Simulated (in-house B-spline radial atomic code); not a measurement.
Configurations of neutral manganese, with energies counted from [Ar] (3d3/2)4 (3d5/2)1 4s2. Computed with an all-electron radial atomic-structure program (B-spline basis): Dirac-Hartree-Fock, average of each configuration as written, Fermi nucleus of rms radius 3.7057 fm. Energies include first-order Breit, QED and recoil terms.

Occupations are held fixed; configurations that lie above the ionisation limit could autoionise.

| configuration | E - E(ref) (eV) | highest orbital | its <r> (bohr) |
| --- | --- | --- | --- |
| [Ar] (3d5/2)5 4s2 | 0.36319 | 4s1/2 | 3.317 |
| [Ar] (3d3/2)1 (3d5/2)4 4s2 | 0.81731 | 4s1/2 | 3.315 |
| [Ar] (3d3/2)4 (3d5/2)1 4s1 (5g9/2)1 | 6.0811 | 5g9/2 | 27.5 |
| [Ar] (3d3/2)4 (3d5/2)1 4s1 (6f7/2)1 | 6.2471 | 6f7/2 | 47.94 |
| [Ar] (3d3/2)4 (3d5/2)1 4s1 (6g9/2)1 | 6.2474 | 6g9/2 | 44 |
| [Ar] (3d3/2)4 4s2 (5g9/2)1 | 10.008 | 5g9/2 | 27.5 |
| [Ne] 3s2 (3p1/2)1 (3p3/2)4 (3d3/2)3 (3d5/2)2 4s2 (5f5/2)1 | 66.044 | 5f5/2 | 31.43 |

**Question.** Order these further configurations by energy, lowest first.
A. [Ar] (3d3/2)1 (3d5/2)3 4s2 (4f7/2)1
B. [Ar] (3d3/2)3 (3d5/2)2 4s2
C. [Ar] (3d5/2)4 4s2 6s1
D. [Ar] (3d3/2)1 (3d5/2)3 4s2 (7p1/2)1
E. [Ne] 3s2 (3p1/2)2 (3p3/2)3 (3d5/2)5 4s2 (4f7/2)1

**Answer.** B (0.63598 eV), C (10.385 eV), A (11.067 eV), D (11.346 eV), E (64.216 eV).

**Question.** How far above the reference does [Ar] (3d3/2)1 (3d5/2)3 4s2 (6f5/2)1 lie?

**Answer.** 11.54 eV; its least bound orbital is 6f5/2 with <r> = 47.91 bohr.

**Question.** How far above the reference does [Ar] (3d3/2)2 (3d5/2)2 4s2 7s1 lie?

**Answer.** 11.157 eV; its least bound orbital is 7s1/2 with <r> = 29.07 bohr.

**Question.** How far above the reference does [Ne] 3s2 (3p1/2)1 (3p3/2)4 (3d3/2)3 (3d5/2)2 4s2 5s1 lie?

**Answer.** 64.13 eV; its least bound orbital is 5s1/2 with <r> = 8.602 bohr.
